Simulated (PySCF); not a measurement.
Compound: C3H6Cl2OSi.
Numbering: `[CH2:1]=[C:2]([O:3][SiH3:4])[CH:5]([Cl:6])[Cl:7]` (hydrogens: H8, H9 on C1; H10, H11, H12 on Si4; H13 on C5)

Torsions of this conformer, `[CH2:1]=[C:2]([O:3][SiH3:4])[CH:5]([Cl:6])[Cl:7]`: C1–C2–O3–Si4 18°, C1–C2–C5–Cl6 -111°.

The closed-shell ground state was solved at several levels (PySCF, density fitting, gas phase, non-relativistic). The structure is a single PBE0-D3(BJ)/def2-SVP conformer in the gas phase; no vibrational or solvent corrections.

```json
{"level": "CAM-B3LYP/def2-SVPD", "basis functions": "209", "total energy (Eh)": "-1402.4841", "HOMO (eV)": "-8.79", "LUMO (eV)": "0.33", "gap (eV)": "9.12", "dipole (D)": "2.30"}
{"level": "B3LYP/pcSseg-2", "basis functions": "357", "total energy (Eh)": "-1403.2415", "HOMO (eV)": "-7.20", "LUMO (eV)": "-0.94", "gap (eV)": "6.26", "dipole (D)": "2.26"}
```

(1) What might PBE0/pcSseg-1 (170 basis functions) give for the same quantities?

(2) Over all these levels, which gives the widest orbital gap and which the narrowest?

(3) How far do the dipole and the HOMO energy spread over the levels?

Answers

(1) Total energy -1402.3208 Eh, HOMO -7.44 eV, LUMO -0.65 eV, gap 6.79 eV, dipole 2.41 D.

(2) CAM-B3LYP/def2-SVPD (range-separated hybrid) has the widest, 9.12 eV, and B3LYP/pcSseg-2 (global hybrid, 20 % exact exchange) the narrowest, 6.26 eV. Functional and basis both differ between the two, so the spread mixes both effects.

(3) The dipole runs from 2.26 to 2.41 D (mean 2.33 D) and the HOMO from -8.79 to -7.20 eV.
